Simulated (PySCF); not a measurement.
Method: CAM-B3LYP-D3(BJ)/def2-TZVP // CAM-B3LYP-D3(BJ)/def2-SVP (PySCF). Gas-phase values, no solvent. One relaxed conformer stands for a flexible species; it need not be the lowest. Delta-SCF ions had no search for a lower state. Excitations are Tamm–Dancoff values on a coarser integration grid. The basis has no diffuse functions, so Rydberg states are missing or too high.

Reference species (SMILES): `C[O][Sn]([Br])([Br])[Br]` (C–O–Sn–Br torsion 61°) (neutral, multiplicity 1).

* **HOMO–LUMO gap**: 7.75 eV
* **vertical ionisation energy (Delta-SCF)**: 10.52 eV
* **S1 oscillator strength**: 0.004
* **S1 excitation (TDA)**: 4.53 eV

After one change: the HOMO–LUMO gap drops by 0.20 eV; the vertical ionisation energy (Delta-SCF) goes up by 0.52 eV; the S1 oscillator strength is nearly the same; the S1 excitation (TDA) falls by 0.14 eV.

Question: Which change was made? The new species is one of these.
(A) `C[O][Sn]([Br])([O]C)[O]C`
(B) `C[O][Sn]([Br])([Br])[O]C` (C–O–Sn–Br torsion -174°, Br–Sn–O–C torsion 65°)
(C) `[Br][Sn]([Br])([Br])[Br]`
(D) `C[O][Sn]([O]C)([O]C)[O]C`

Answer: C, `[Br][Sn]([Br])([Br])[Br]`
